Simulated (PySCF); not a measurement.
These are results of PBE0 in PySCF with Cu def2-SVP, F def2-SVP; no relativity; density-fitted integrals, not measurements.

```xyz
4
charge 0 multiplicity 1, angstrom
Cu    0.0931   -0.1692    0.0000
F     1.6917    0.4292    0.0000
F    -0.7354    1.3367    0.0000
F    -1.2680   -1.1992    0.0000
```

CuF3 (singlet), along the line from Cu1 (at 0) through F2 (at 1.707 Å).

Problem. Tabulate the fields along this line at -0.51, -0.34, -0.17, 0.09, 0.26, 0.43, 0.60, 0.77, 0.94, 1.11, 1.28, 1.45, 1.62, 1.88, 2.05, 2.22, 2.39, 2.56, 2.73 Å.

Solution. 
| distance (Å) | electron density (e/Å³) | electron localisation function | electrostatic potential (V) |
| --- | --- | --- | --- |
| -0.51 | 6.26 | 0.494 | 73.5 |
| -0.34 | 25.1 | 0.633 | 215 |
| -0.17 | 91.8 | 0.195 | 925 |
| 0.09 | 821 | 0.782 | 2770 |
| 0.26 | 40 | 0.358 | 422 |
| 0.43 | 13 | 0.617 | 120 |
| 0.60 | 3.08 | 0.305 | 48.7 |
| 0.77 | 1.09 | 0.107 | 25.7 |
| 0.94 | 1.07 | 0.311 | 18.2 |
| 1.11 | 2.18 | 0.76 | 22.9 |
| 1.28 | 4.86 | 0.761 | 53.9 |
| 1.45 | 9.99 | 0.277 | 176 |
| 1.62 | 179 | 0.962 | 989 |
| 1.88 | 20.7 | 0.118 | 359 |
| 2.05 | 7.41 | 0.693 | 89.6 |
| 2.22 | 3.07 | 0.834 | 26.4 |
| 2.39 | 1.16 | 0.788 | 7.66 |
| 2.56 | 0.418 | 0.647 | 1.71 |
| 2.73 | 0.163 | 0.457 | -0.207 |

On a grid of 0.09 Å the density has a local minimum along the bond near 0.85 Å from Cu, at 0.93 e/Å³, where the ELF is 0.13.
